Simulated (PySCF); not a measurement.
**Potential energy of SrN⁺ along the bond**

Set-up: basis Sr def2-SVP with ECP28, N def2-SVP; scalar-relativistic core potentials; PySCF 2.14. Energies in eV from Sr⁺ + N in their ground configurations at the same level. All curves are PBE0. state 1: ³Σ⁻ (triplet), unpaired electrons π ↑↑; state 2: ³Π (triplet), unpaired electrons σ ↑, π ↑, a second solution, started from another occupation; state 3: Ms = 0 determinant of mixed spin (⟨S²⟩ near 1.0), unpaired electrons π ↑↓, a mixture of terms (⟨Lz²⟩ = 2.0), a second solution, started from another occupation; state 4: Ms = 0 determinant of mixed spin (⟨S²⟩ near 1.0), unpaired electrons σ ↓, π ↑, a second solution, started from another occupation.

| R (Å) | state 1 | state 2 | state 3 | state 4 |
| --- | --- | --- | --- | --- |
| 2.017 | -0.628 | -1.047 | -0.1031 | -0.4966 |
| 2.111 | -1.048 | -1.233 | -0.5226 | -0.6707 |
| 2.204 | -1.279 | -1.262 | -0.7495 | -0.6909 |
| 2.275 | -1.359 | -1.207 | -0.8252 | -0.6325 |
| 2.345 | -1.380 | -1.106 | -0.8392 | -0.5284 |
| 2.415 | -1.357 | -0.970 | -0.8059 | -0.3901 |
| 2.509 | -1.278 | -0.753 | -0.7073 | -0.1694 |
| 2.626 | -1.136 | -0.450 | -0.5259 | 0.1415 |
| 2.767 | -0.947 | -0.080 | -0.2606 | 0.5359 |
| 2.955 | -0.716 | 0.364 | 0.1222 | 1.0521 |

Put a parabola through the three lowest points of the state 1 curve and estimate Re, k and ωe (reduced mass 12.08 u; 1 eV/Å² = 0.16022 mdyn/Å; ωe = 1302.8·√(k/μ) cm⁻¹).

Through R = 2.275, 2.345, 2.415 Å the second-order coefficient is 4.49 eV/Å², so Re ≈ 2.343 Å, k ≈ 1.44 mdyn/Å and ωe ≈ 450 cm⁻¹. A polynomial fit of higher order to the unrounded PBE0 energies gives Re = 2.340 Å, k = 1.47 mdyn/Å, ωe = 454 cm⁻¹; anharmonicity and rounding make the difference.

The higher-order fit for each curve: state 1: Re = 2.340 Å, ωe = 454 cm⁻¹, De = 1.38 eV; state 2: Re = 2.177 Å, ωe = 561 cm⁻¹, minimum 1.27 eV below the ground-state fragments; state 3: Re = 2.328 Å, ωe = 478 cm⁻¹, minimum 0.84 eV below the ground-state fragments; state 4: Re = 2.171 Å, ωe = 560 cm⁻¹, minimum 0.70 eV below the ground-state fragments.

⟨S²⟩ of the unrestricted solution departs from its pure value on part of the curve, where spin states mix. Spin–orbit coupling is left out. For an ion De counts to the pair picked by the measured ionisation energies or electron affinities, which need not be the lowest pair at this level. The state is the lowest determinant that a PBE0 search found; another state may lie lower at other levels.
